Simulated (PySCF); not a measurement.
Ge(F)(OH)(NH2)2 (FGeH₅N₂O), SMILES [NH2][Ge]([NH2])([OH])[F]. The structure is a stationary point at PBE-D3(BJ)/def2-SVP. The structure was generated by enumeration, and PubChem lists no compound with its InChIKey, so it may never have been made. The values are those of a single conformer.

The numbers are results of PBE-D3(BJ)/def2-SVP in PySCF, not measurements.

Harmonic wavenumbers (cm⁻¹): 104, 143, 191, 223, 230, 243, 262, 313, 523, 559, 655, 685, 718, 725, 864, 871, 920, 1486, 1494, 3445, 3454, 3544, 3556, 3724. Rotational constants (GHz): 3.479, 3.178, 3.156; symmetry number 1.

**Question.** Work out the zero-point energy and the ideal-gas rigid-rotor harmonic-oscillator thermochemistry at 298.15 K and 1 atm.

**Answer.** ZPE = ½ Σ hcν = ½ × 28931 cm⁻¹ = 173.04 kJ/mol. H − E(el) = 197.15 kJ/mol. Entropy in J/(mol K): translation 170.44, rotation 111.39, vibration 82.85, total 364.68. G − E(el) = 88.42 kJ/mol. Cp = 124.77 J/(mol K). Modes under 150 cm⁻¹ make the vibrational entropy uncertain.
